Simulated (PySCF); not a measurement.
**Polarisability and C₆ of S⁺ (sulfur, charge +1)**

[Ne] 3s2 3p3, high-spin 4S determinant. Calculation: PySCF 2.14, in x2c-TZVPPall with one added diffuse shell each of s, p, d type (6s6p4d1f, 51 functions); the spin-free X2C one-electron Hamiltonian (Gaussian nucleus). Coupled (time-dependent) response in atomic units; α is the mean over directions.

| method | mean α (bohr³) | C₆ (like pair) | S(−4) |
| --- | --- | --- | --- |
| UHF | 10.89 | 53.62 | 34.05 |
| PBE | 10.99 | 54.22 | 33.89 |
| PBE0 | 10.86 | 53.41 | 32.83 |
| M06-2X | 10.92 | 52.75 | 34.70 |
| B3LYP | 10.89 | 53.51 | 33.08 |

S(−4) is the Cauchy moment in α(ω) = α(0) + S(−4) ω² + …

α(iu) at PBE0:

```csv
u (hartree),α(iu) (bohr³)
0,10.86
0.0500,10.78
0.100,10.54
0.200,9.704
0.300,8.594
0.500,6.354
0.750,4.277
1.00,2.973
1.50,1.631
2.00,1.026
3.00,0.5263
5.00,0.2322
```

For an ion, C₆ is the dispersion term alone; charge-induced terms of lower order in 1/R come first.
